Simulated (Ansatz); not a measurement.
Cartesian coordinates in Å:
```
C 1.6844 0.3624 0.9117
N 0.3782 -0.0742 0.4661
B -0.2697 0.2784 -0.7100
Al -2.2046 -0.5450 -1.0765
H 1.6219 0.8927 1.8669
H 2.1039 1.0368 0.1662
H 2.3651 -0.4850 1.0387
H -0.0713 -0.7037 1.1153
H 0.3312 1.0326 -1.4311
H -2.8348 -1.5376 0.0147
H -3.1043 -0.2574 -2.3619
```

Charge 0, multiplicity 1.

(1) List the PBE0/def2-TZVPP orbital energies in eV (the Gaussian-basis code of Ansatz). (Estimate.)

Answers

(1) The calculation gave: Occupied: -1527.17, -391.91, -279.02, -183.89, -113.06, -73.20, -72.97, -72.94, -25.34, -19.24, -15.26, -13.38, -12.45, -11.39, -10.88, -10.08, -8.12, -8.00, -6.89. Lowest empty: -1.84, 0.69, 0.80, 1.56, 1.80, 2.01, 2.48, 2.82.
